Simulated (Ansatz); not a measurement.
```yaml
crystal:
  periodic: [false, false, false]
  atoms:
    - {symbol: Ag, position_ang: [3.433435, 0.559390, 1.084946]}
    - {symbol: Ag, position_ang: [-0.927789, -2.891561, 2.052452]}
    - {symbol: Ag, position_ang: [-3.199412, -2.331415, 0.563995]}
    - {symbol: Ag, position_ang: [-0.530401, -1.956063, -0.594894]}
    - {symbol: Ag, position_ang: [2.024081, -0.961387, -0.885556]}
    - {symbol: Ag, position_ang: [2.746813, 1.724862, -1.367032]}
    - {symbol: Ag, position_ang: [-0.079011, 0.540510, -1.893838]}
    - {symbol: Ag, position_ang: [1.158652, -1.091616, 1.776356]}
    - {symbol: Ag, position_ang: [-1.719737, 2.130245, -0.130115]}
    - {symbol: Ag, position_ang: [-1.493126, -0.197585, 1.363122]}
    - {symbol: Ag, position_ang: [0.501988, 3.293404, -1.461604]}
    - {symbol: Ag, position_ang: [-2.758208, -0.265732, -1.188587]}
    - {symbol: Ag, position_ang: [0.842725, 1.446978, 0.680745]}
basis:
  gaussian: {orbitals: def2-TZVP}
total_charge: 1
magnetization: {spin_polarized: true, initial_magnetization: 2}
hamiltonian: {xc: pbe0, dispersion: d4}
scf: {omitted_lower_state_checks: [starts]}
output: {orbitals: {seedname: orbitals}}
```

```sh
$ ansatz run in.yaml --threads 6 --pin off --events-out ev --progress --plain --max-ram 7833MiB
```

(1) Does this run fit into the memory that it is given?

Answers

(1) No. It has 520 basis functions, and Ansatz plans for 16 GiB where 8 GiB are given.
